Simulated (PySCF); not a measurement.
## Fractional electron number in F⁺ (fluorine, charge +1)

The 2p beta orbital of [He] 2s2 2p4 is emptied in steps (occupation f), with all orbitals relaxed, ending at [He] 2s2 2p3. All numbers are calculated (PySCF 2.14, the non-relativistic Hamiltonian (point nucleus), in def2-TZVP). The exact energy is a straight line in f; departures are measured from the line between the end points of the same method.

```csv
f,UHF (eV),LDA (eV),PBE (eV),PBE0 (eV),r2SCAN (eV),LC-wPBE (eV),BHandHLYP (eV),wB97X (eV),MN15 (eV),B3LYP (eV)
1,0.000,0.000,0.000,0.000,0.000,0.000,0.000,0.000,0.000,0.000
0.8,0.346,-1.462,-1.440,-0.998,-1.286,-0.575,-0.573,-0.578,-0.847,-1.101
0.6,0.500,-2.202,-2.161,-1.495,-1.915,-0.859,-0.867,-0.862,-1.267,-1.656
0.4,0.483,-2.206,-2.158,-1.491,-1.899,-0.851,-0.874,-0.851,-1.262,-1.658
0.2,0.312,-1.471,-1.431,-0.987,-1.253,-0.558,-0.588,-0.554,-0.834,-1.105
0,0.000,0.000,0.000,0.000,0.000,0.000,0.000,0.000,0.000,0.000
```

| method | E(f=0) − E(f=1) (eV) | −ε at f=1 (eV) | −ε at f=0.4 (eV) |
| --- | --- | --- | --- |
| UHF | 33.409 | 35.656 | 32.925 |
| LDA | 35.257 | 26.162 | 37.084 |
| PBE | 35.421 | 26.445 | 37.253 |
| PBE0 | 35.257 | 29.029 | 36.533 |
| r2SCAN | 35.113 | 27.032 | 36.779 |
| LC-wPBE | 35.562 | 31.968 | 36.325 |
| BHandHLYP | 35.195 | 31.647 | 35.888 |
| wB97X | 35.158 | 31.539 | 35.942 |
| MN15 | 35.324 | 30.033 | 36.413 |
| B3LYP | 35.556 | 28.698 | 36.935 |

Orbital energy along the path (eV):

```json
{"f": "1", "UHF": "-35.656", "LDA": "-26.162", "PBE": "-26.445", "PBE0": "-29.029", "r2SCAN": "-27.032", "LC-wPBE": "-31.968", "BHandHLYP": "-31.647", "wB97X": "-31.539", "MN15": "-30.033", "B3LYP": "-28.698"}
{"f": "0.8", "UHF": "-34.641", "LDA": "-29.741", "PBE": "-30.009", "PBE0": "-31.514", "r2SCAN": "-30.333", "LC-wPBE": "-33.410", "BHandHLYP": "-33.020", "wB97X": "-33.000", "MN15": "-32.153", "B3LYP": "-31.408"}
{"f": "0.6", "UHF": "-33.737", "LDA": "-33.391", "PBE": "-33.624", "PBE0": "-34.024", "r2SCAN": "-33.594", "LC-wPBE": "-34.874", "BHandHLYP": "-34.436", "wB97X": "-34.479", "MN15": "-34.288", "B3LYP": "-34.159"}
{"f": "0.4", "UHF": "-32.925", "LDA": "-37.084", "PBE": "-37.253", "PBE0": "-36.533", "r2SCAN": "-36.779", "LC-wPBE": "-36.325", "BHandHLYP": "-35.888", "wB97X": "-35.942", "MN15": "-36.413", "B3LYP": "-36.935"}
{"f": "0.2", "UHF": "-32.190", "LDA": "-40.781", "PBE": "-40.839", "PBE0": "-39.001", "r2SCAN": "-39.876", "LC-wPBE": "-37.711", "BHandHLYP": "-37.375", "wB97X": "-37.322", "MN15": "-38.495", "B3LYP": "-39.710"}
{"f": "0", "UHF": "-31.520", "LDA": "-44.425", "PBE": "-44.273", "PBE0": "-41.358", "r2SCAN": "-42.876", "LC-wPBE": "-38.955", "BHandHLYP": "-38.897", "wB97X": "-38.472", "MN15": "-40.469", "B3LYP": "-42.435"}
```

Reference removal energy between the ground levels: 34.971 eV (measured; NIST Atomic Spectra Database, ionization energies). The calculation has no spin-orbit coupling. UHF lacks correlation.
